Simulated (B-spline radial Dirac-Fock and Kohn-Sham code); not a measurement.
## Cr⁴⁺ 3d5/2: cross section and angular parameters

System: Cr⁴⁺ in the configuration [Ar] 3d2; threshold 66.17 eV (orbital energy of the model). Model: Dirac-Hartree-Slater photoionisation with a Latter tail; cross sections with all multipoles, angular parameters from the dipole term and its interference with E2. Program: a radial atomic solver.

Input file task.json (cfg lists n, l and occupation; rrms is the nuclear radius in fm):

```json
{"items": [{
  "Z": 24,
  "q": 4,
  "cfg": [[1, 0, 2], [2, 0, 2], [2, 1, 6], [3, 0, 2], [3, 1, 6], [3, 2, 2]],
  "A": 52,
  "rrms": 3.6452,
  "do": "xps",
  "hv": [66.9, 83.8, 150, 176.0, 200, 201.0, 317.0, 335.0, 362.0, 380.0, 665.0, 802.0, 1140.0, 1290.0, 1340.0, 1730.0, 2984.4, 3010.0, 3250.0, 3970.0, 4000, 5740.0, 7280.0, 7440.0, 7650.0, 8047.8, 9251.7, 10700.0, 12000, 15000]
}]}
```

Run with: `python xray2_run.py task.json out`

For linearly polarised light dσ/dΩ = σ/(4π) [1 + β P₂(cos θ) + (δ + γ cos²θ) sin θ cos φ], with θ from the polarisation vector and φ the angle between the beam and the projection of the electron momentum on the plane normal to the polarisation.

```
hν (eV)    σ (kb)      β       γ      δ
   83.8      1480  0.649  -0.006  0.011
    150       452  1.114   0.037  0.019
    176       299  1.180   0.060  0.022
    200         ?      ?       ?      ?
    201       211  1.225   0.080  0.024
    317      58.6  1.272   0.175  0.033
    335      49.6  1.267   0.187  0.034
    362      39.2  1.259   0.205  0.036
    380      33.7  1.252   0.217  0.037
    665      5.63  1.109   0.358  0.057
    802      2.99  1.042   0.409  0.067
   1140     0.866  0.906   0.504  0.093
   1290     0.552  0.856   0.536  0.104
   1340     0.480  0.841   0.545  0.107
   1730     0.185  0.744   0.610  0.136
 2984.4    0.0216  0.558   0.745  0.220
   3010    0.0209  0.555   0.748  0.222
   3250    0.0153  0.531   0.766  0.237
   3970   0.00663  0.467   0.808  0.280
   4000   0.00643  0.465   0.809  0.282
   5740   0.00137  0.367   0.846  0.374
   7280  0.000490  0.326   0.857  0.444
   7440  0.000446  0.323   0.859  0.451
   7650  0.000395  0.320   0.862  0.460
 8047.8  0.000317  0.314   0.867  0.476
 9251.7  0.000172  0.298   0.886  0.524
  10700  9.05e-05  0.279   0.913  0.579
  12000  5.42e-05  0.259   0.931  0.628
  15000  1.96e-05  0.209   0.935  0.738
```

Q: Give the values at 200 eV.

A: σ = 214 kb, β = 1.223, γ = 0.079, δ = 0.024.

Values without a named source are computed, but for edge energies of neutral atoms, which are taken from tables.
